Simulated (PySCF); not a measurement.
Level sweep

Compound: TiCl₄ (singlet state).
SMILES with atom numbers: `[Cl:1][Ti:2]([Cl:3])([Cl:4])[Cl:5]`

Structure used (PBE0-D3(BJ)/def2-SVP), in Å, numbered top down from 1:
```
atom  x, y, z in Å
Cl1    1.9075   -0.7838    0.6683
Ti2    0.0159   -0.0224   -0.0211
Cl3   -1.0114   -1.5583   -1.1284
Cl4   -1.1953    0.5700    1.6596
Cl5    0.3754    1.6898   -1.2749
```

PySCF, dipoles from the SCF density, polarisabilities from static response with core orbitals frozen. Geometry: PBE0-D3(BJ)/def2-SVP; no solvent, vibrations or thermal averaging.

**Question.** Compare the levels for these properties.

**Answer.** 

```csv
level,α (Å³),error (%),anisotropy (Å³)
LDA/def2-SVPD,14.48,-3.5,0.15
PBE/def2-SVPD,14.41,-3.9,0.14
B3LYP/def2-SVPD,14.03,-6.5,0.14
PBE0/def2-SVPD,13.81,-7.9,0.14
BHandHLYP/def2-SVPD,13.37,-10.9,0.13
CAM-B3LYP/def2-SVPD,13.80,-8.0,0.14
wB97X-D/def2-SVPD,13.69,-8.8,0.14
LC-wPBE/def2-SVPD,13.49,-10.1,0.13
HF/def2-SVPD,12.45,-17.0,0.11
PBE0/def2-SVP,10.35,-31.0,0.15
PBE0/6-31G*,11.25,-25.0,0.17
PBE0/def2-TZVP,12.62,-15.9,0.15
```

Reference polarisability: 15.001 Å³ (measured, gas; NIST CCCBDB Release 22 (SRD 101), experimental polarizabilities). The anisotropy is √(½[(α1 − α2)² + (α2 − α3)² + (α3 − α1)²]). For the polarisability, the smallest error is 3.5% (LDA/def2-SVPD) and the largest 31.0% (PBE0/def2-SVP). The dipole stays under 0.05 D at every level. In one basis (def2-SVPD) the functionals order the polarisability from HF (lowest) to LDA (highest), a spread of 16%. With PBE0 the polarisability is 11.41 Å³ without diffuse functions (mean of def2-SVP, 6-31G* and def2-TZVP) and 13.81 Å³ with them (def2-SVPD). Measured values can belong to vibrating molecules; the computed ones are for one fixed geometry.
